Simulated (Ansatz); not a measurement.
Ansatz (a first-principles code) input (HF/6-31G* with LANL2DZ past Ar): The .json file joins the Basis Set Exchange's 6-31G* for atoms up to Ar and LANL2DZ past it.

Ansatz 0.2 input:
```yaml
crystal:
  periodic: [false, false, false]
  atoms:
    - {symbol: In, position_ang: [-0.00000000, -0.00000000, -0.58438926]}
    - {symbol: Cl, position_ang: [0.00000000, 0.00000000, 1.68441609]}
basis:
  gaussian:
    orbitals: 6-31Gs+LANL2DZ.json
hamiltonian:
  xc: {name: HF}
total_charge: 1
magnetization: {spin_polarized: true, initial_magnetization: 1}
phonons: {temperatures: {t_min: 298.15, t_max: 298.15, t_step: 100}}
```

Output:

```
WARN ansatz: RAYON_NUM_THREADS=1 ignored (pool sized by the plan → 1); use --threads N
Functional definition: HF
integrals: 0.00 GiB planned
324 factors; integrals over basis functions are off by at most 1.9e-4 eV
mean field: 0.06 GiB planned
mean field evaluation 1: about -12541.6791 eV, gradient 2.1e1 eV
mean field evaluation 2: about -12541.7154 eV, gradient 2.1e1 eV
mean field evaluation 4: about -12545.3366 eV, gradient 1.7e0 eV
mean field evaluation 8: about -12545.4230 eV, gradient 1.3e-1 eV
mean field evaluation 16: about -12543.7817 eV, gradient 3.6e-1 eV
mean field -12545.42389153 eV, -461.0358244200 hartree, gradient 7.1e-5 eV, S^2 0.769717; 0 other end points of the search recorded, 0 dependent functions left out
the calculation of the forces begins
reference -12545.42389153 eV, -461.0358244200 hartree; 10, 9 occupied and 17, 18 virtual orbitals, 324 factors
these checks for a lower state are left out or cut short: stability, starts, cluster_reference, orbital_swaps, neighbouring_geometries, increment
integrals: 0.00 GiB planned
324 factors; integrals over basis functions are off by at most 1.9e-4 eV
mean field: 0.06 GiB planned
mean field evaluation 32: about -12545.4239 eV, gradient 3.0e-7 eV
mean field -12545.42389153 eV, -461.0358244201 hartree, gradient 3.0e-7 eV, S^2 0.769717; 0 other end points of the search recorded, 0 dependent functions left out
the calculation of the forces begins
reference -12545.42389153 eV, -461.0358244201 hartree; 10, 9 occupied and 17, 18 virtual orbitals, 324 factors
these checks for a lower state are left out or cut short: stability, starts, cluster_reference, orbital_swaps, neighbouring_geometries, increment
integrals: 0.00 GiB planned
324 factors; integrals over basis functions are off by at most 1.9e-4 eV
mean field: 0.06 GiB planned
mean field -12545.42389153 eV, -461.0358244201 hartree, gradient 3.0e-7 eV, S^2 0.769717; 0 other end points of the search recorded, 0 dependent functions left out
the calculation of the forces begins
reference -12545.42389153 eV, -461.0358244201 hartree; 10, 9 occupied and 17, 18 virtual orbitals, 324 factors
these checks for a lower state are left out or cut short: stability, starts, cluster_reference, orbital_swaps, neighbouring_geometries, increment
integrals: 0.00 GiB planned
324 factors; integrals over basis functions are off by at most 1.9e-4 eV
mean field: 0.06 GiB planned
mean field -12545.42389153 eV, -461.0358244201 hartree, gradient 3.0e-7 eV, S^2 0.769717; 0 other end points of the search recorded, 0 dependent functions left out
the calculation of the forces begins
reference -12545.42389153 eV, -461.0358244201 hartree; 10, 9 occupied and 17, 18 virtual orbitals, 324 factors
these checks for a lower state are left out or cut short: stability, starts, cluster_reference, orbital_swaps, neighbouring_geometries, increment
integrals: 0.00 GiB planned
324 factors; integrals over basis functions are off by at most 1.9e-4 eV
mean field: 0.06 GiB planned
mean field -12545.42389153 eV, -461.0358244201 hartree, gradient 3.0e-7 eV, S^2 0.769717; 0 other end points of the search recorded, 0 dependent functions left out
the calculation of the forces begins
reference -12545.42389153 eV, -461.0358244201 hartree; 10, 9 occupied and 17, 18 virtual orbitals, 324 factors
these checks for a lower state are left out or cut short: stability, starts, cluster_reference, orbital_swaps, neighbouring_geometries, increment
integrals: 0.00 GiB planned
324 factors; integrals over basis functions are off by at most 1.9e-4 eV
mean field: 0.06 GiB planned
mean field -12545.42385833 eV, -461.0358231999 hartree, gradient 6.6e-6 eV, S^2 0.769413; 0 other end points of the search recorded, 0 dependent functions left out
the calculation of the forces begins
reference -12545.42385833 eV, -461.0358231999 hartree; 10, 9 occupied and 17, 18 virtual orbitals, 324 factors
these checks for a lower state are left out or cut short: stability, starts, cluster_reference, orbital_swaps, neighbouring_geometries, increment
integrals: 0.00 GiB planned
324 factors; integrals over basis functions are off by at most 1.9e-4 eV
mean field: 0.06 GiB planned
mean field evaluation 64: about -12545.4239 eV, gradient 2.8e-4 eV
mean field -12545.42386454 eV, -461.0358234280 hartree, gradient 6.6e-6 eV, S^2 0.770026; 0 other end points of the search recorded, 0 dependent functions left out
the calculation of the forces begins
reference -12545.42386454 eV, -461.0358234280 hartree; 10, 9 occupied and 17, 18 virtual orbitals, 324 factors
these checks for a lower state are left out or cut short: stability, starts, cluster_reference, orbital_swaps, neighbouring_geometries, increment
integrals: 0.00 GiB planned
324 factors; integrals over basis functions are off by at most 1.9e-4 eV
mean field: 0.06 GiB planned
mean field -12545.42389153 eV, -461.0358244201 hartree, gradient 3.0e-7 eV, S^2 0.769717; 0 other end points of the search recorded, 0 dependent functions left out
the calculation of the forces begins
reference -12545.42389153 eV, -461.0358244201 hartree; 10, 9 occupied and 17, 18 virtual orbitals, 324 factors
these checks for a lower state are left out or cut short: stability, starts, cluster_reference, orbital_swaps, neighbouring_geometries, increment
integrals: 0.00 GiB planned
324 factors; integrals over basis functions are off by at most 1.9e-4 eV
mean field: 0.06 GiB planned
mean field -12545.42389153 eV, -461.0358244201 hartree, gradient 3.0e-7 eV, S^2 0.769717; 0 other end points of the search recorded, 0 dependent functions left out
the calculation of the forces begins
reference -12545.42389153 eV, -461.0358244201 hartree; 10, 9 occupied and 17, 18 virtual orbitals, 324 factors
these checks for a lower state are left out or cut short: stability, starts, cluster_reference, orbital_swaps, neighbouring_geometries, increment
integrals: 0.00 GiB planned
324 factors; integrals over basis functions are off by at most 1.9e-4 eV
mean field: 0.06 GiB planned
mean field -12545.42389153 eV, -461.0358244201 hartree, gradient 3.0e-7 eV, S^2 0.769717; 0 other end points of the search recorded, 0 dependent functions left out
the calculation of the forces begins
reference -12545.42389153 eV, -461.0358244201 hartree; 10, 9 occupied and 17, 18 virtual orbitals, 324 factors
these checks for a lower state are left out or cut short: stability, starts, cluster_reference, orbital_swaps, neighbouring_geometries, increment
integrals: 0.00 GiB planned
324 factors; integrals over basis functions are off by at most 1.9e-4 eV
mean field: 0.06 GiB planned
mean field -12545.42389153 eV, -461.0358244201 hartree, gradient 3.0e-7 eV, S^2 0.769717; 0 other end points of the search recorded, 0 dependent functions left out
the calculation of the forces begins
reference -12545.42389153 eV, -461.0358244201 hartree; 10, 9 occupied and 17, 18 virtual orbitals, 324 factors
these checks for a lower state are left out or cut short: stability, starts, cluster_reference, orbital_swaps, neighbouring_geometries, increment
integrals: 0.00 GiB planned
324 factors; integrals over basis functions are off by at most 1.9e-4 eV
mean field: 0.06 GiB planned
mean field evaluation 96: about -12545.3912 eV, gradient 2.2e-1 eV
mean field -12545.42386454 eV, -461.0358234280 hartree, gradient 6.6e-6 eV, S^2 0.770026; 0 other end points of the search recorded, 0 dependent functions left out
the calculation of the forces begins
reference -12545.42386454 eV, -461.0358234280 hartree; 10, 9 occupied and 17, 18 virtual orbitals, 324 factors
these checks for a lower state are left out or cut short: stability, starts, cluster_reference, orbital_swaps, neighbouring_geometries, increment
integrals: 0.00 GiB planned
324 factors; integrals over basis functions are off by at most 1.9e-4 eV
mean field: 0.06 GiB planned
mean field -12545.42385833 eV, -461.0358231999 hartree, gradient 6.6e-6 eV, S^2 0.769413; 0 other end points of the search recorded, 0 dependent functions left out
the calculation of the forces begins
reference -12545.42385833 eV, -461.0358231999 hartree; 10, 9 occupied and 17, 18 virtual orbitals, 324 factors
Total energy: -12545.42389153 eV, -461.0358244200 hartree
Atom 0 at    -0.000000    -0.000000    -0.584389 Å, force    -0.000000     0.000000    -0.001164 eV/Å
Atom 1 at     0.000000     0.000000     1.684416 Å, force     0.000000    -0.000000     0.001164 eV/Å
Dipole moment:    -0.000000    -0.000000    -0.958532 e Å
Vibrations: 310.95 cm⁻¹, zero-point energy 0.019277 eV
```

The blocks after the first are displaced geometries, from whose forces the wavenumbers follow.

The dipole moment of an ion depends on the origin.
